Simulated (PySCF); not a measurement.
Computed IR spectrum (relative IR intensity) of a molecule C₆H₁₂O₂. Geometry: PBE-D3(BJ)/def2-SVP. Other conformers were not sampled. Calculation: PySCF 2.14.0 with PBE-D3(BJ)/def2-SVP. Harmonic, unscaled wavenumbers; measured fundamentals usually lie a few per cent lower.

ν (cm⁻¹): 312 (vw), 354 (w), 859 (w), 1025 (w), 1142 (m), 1169 (vs), 1216 (w), 1265 (m), 1322 (vw), 1333 (vw), 1357 (w), 1400 (w), 1418 (vw), 1426 (w), 1446 (w), 1780 (vs), 2969 (m), 2974 (m), 2980 (w), 3056 (w), 3061 (w), 3072 (w), 3079 (m), 3106 (w) (against the strongest line: vs over 80 %, s over 45 %, m over 15 %, w over 4 %, vw less)

Question: Pick the molecule that these values belong to.
(A) CCCCOC(C)=O
(B) COC(=O)C(C)(C)C
(C) CC/C(=C/OC)OC

Answer: B, COC(=O)C(C)(C)C
